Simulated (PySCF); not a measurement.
# Dipole response of Rh (rhodium, neutral)

[Kr] 4d8 5s1, high-spin 4F determinant. Calculation: PySCF 2.14, in aug-cc-pVTZ-DK; scalar relativity by spin-free X2C-1e. Coupled (time-dependent) response in atomic units; α is the mean over directions.

```csv
method,mean α (bohr³),C₆ (like pair),S(−4)
PBE0,58.02,500.8,2409
```

S(−4) is the Cauchy moment in α(ω) = α(0) + S(−4) ω² + …

Reference α: 66 ± 10 bohr³ (recommended; Schwerdtfeger and Nagle, table of static dipole polarizabilities (2023 update)). Published C₆: 708.0 (Gould and Bucko (2016)).

Spin-orbit coupling is absent.

α(iu) at PBE0:

```csv
u (hartree),α(iu) (bohr³)
0,58.02
0.0500,52.71
0.100,42.27
0.200,26.32
0.300,18.24
0.500,11.19
0.750,7.487
1.00,5.498
1.50,3.383
2.00,2.305
3.00,1.266
5.00,0.5457
```

A single London oscillator, α(iu) = α/(1 + u²/ω²), gives C₆ = (3/4) ω α². Matching the computed C₆ needs ω = 4 × 500.8 / (3 × 58.02²) = 0.198 hartree.
